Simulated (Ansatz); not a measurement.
Computed with Ansatz on PBE0-D4/def2-TZVP structures; ΔE is electronic, products minus reactants. CCSD(T)/CBS is the MP2 limit (def2-TZVPP, def2-QZVPP) plus CCSD(T) − MP2 in def2-TZVPP, frozen cores. This one scheme is used for every species. DFT in def2-TZVPP. For Se outer-core shells are correlated without core-valence functions, which leaves a few kJ/mol of doubt a bond. Scalar relativity is left out up to krypton. One conformer a species, not always the lowest.

Reaction (ligand exchange at the Si–Se bond): `N[SiH]([SiH3])[SeH]` + HCl → `N[SiH]([SiH3])Cl` + H₂Se

`N[SiH]([SiH3])[SeH]`:

```xyz
11

N     0.003    0.151    1.840
Si   -0.152    0.572    0.189
Si    0.853   -1.107   -1.092
Se   -2.399    0.699   -0.247
H     0.782   -0.387    2.176
H    -0.434    0.694    2.567
H     0.382    1.910   -0.205
H     0.831   -0.706   -2.524
H     0.104   -2.382   -0.931
H     2.269   -1.338   -0.688
H    -2.239    1.894   -1.084
```

HCl:

```xyz
2

Cl    0.210   -0.117    0.592
H    -0.210    0.117   -0.592
```

`N[SiH]([SiH3])Cl`:

Z-matrix (Å, degrees):
```
Si
Si 1 2.336
Cl 1 2.083 2 106.1
N 1 1.706 2 109.4 3 124.1
H 1 1.482 2 114.7 3 -115.5
H 2 1.488 1 110.7 3 169.6
H 2 1.486 1 110.2 3 48.5
H 2 1.489 1 108.8 3 -71.0
H 4 1.008 1 120.5 2 -47.4
H 4 1.008 1 120.3 2 166.6
```

H₂Se:

Cartesian coordinates in Å:
```
Se -0.618 0.293 0.032
H 0.448 0.250 -0.976
H 0.170 -0.543 0.944
```

(1) Is it downhill or uphill in electronic energy at CCSD(T)/CBS, and by how much? (Estimate.)

(2) What do these levels give: revPBE-D4, BLYP-D4, ωB97M-V, B2PLYP, PBE, revPBE, BLYP, CAM-B3LYP, CCSD(T)/def2-TZVPP, HF/def2-QZVPP, SCS-MP2/def2-QZVPP, CCSD/CBS(def2)? (Best estimate.)

(3) What do rigid-rotor, harmonic-oscillator terms from PBE0-D4/def2-TZVP frequencies (298.15 K, 1 bar) make of the CCSD(T)/CBS value? (An estimate is asked.)

Largest T1 diagnostic among the species: 0.011.

## Answers

(1) The calculation gave: Downhill: ΔE = -9.9 kcal/mol.

(2) The calculation gave: revPBE-D4 -9.4, BLYP-D4 -10.7, ωB97M-V -11.2, B2PLYP -11.3, PBE -10.2, revPBE -10.4, BLYP -11.9, CAM-B3LYP -12.2, CCSD(T)/def2-TZVPP -10.1, HF/def2-QZVPP -13.1, SCS-MP2/def2-QZVPP -10.6, CCSD/CBS(def2) -10.2 kcal/mol.

(3) Computed: ΔZPE = +0.4 kcal/mol, ΔH = -10.0 kcal/mol, ΔS = -1 J/(mol·K), ΔG = -9.9 kcal/mol.

The D4 term adds +1.1 kcal/mol with B3LYP and +0.6 kcal/mol with PBE0; it sums over pairs of atoms, weighted by their polarisabilities, and B3LYP, whose exchange is more repulsive, gets the larger term. At CCSD(T), def2-SVP lies −1.5 kcal/mol from the extrapolated value and def2-TZVPP −0.2 kcal/mol.

B3LYP here is the variant with VWN-RPA as its local correlation; programs differ in this.
